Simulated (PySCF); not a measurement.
Si(I)(NH2) (H₂INSi), SMILES N[Si]I (connectivity only; charge and spin as stated), neutral, multiplicity 1.

Coordinates come from a B3LYP-D3(BJ)/def2-TZVP optimisation. The def2 effective core potentials stand for the cores of I; spin–orbit coupling is left out. Other conformers were not sampled.

All values below come from PySCF with B3LYP/def2-TZVPD.

Question: Estimate the frontier levels, gap, dipole moment and polarisability. (Estimate from the structure and the level; the computed values follow.)

Answer: 
```yaml
highest_occupied_level: -6.74 eV
lowest_empty_level: -2.11 eV
orbital_gap: 4.63 eV
dipole_moment: 0.619 e·Å
quadrupole, principal values (traceless, Buckingham form, about the centre of nuclear charge): -4.56, -4.48, 9.04 D·Å
mean_static_polarisability: 81.1 bohr³ (12.01 Å³)
polarisability_principal_values: 61.7, 72.4, 109.1 bohr³
```
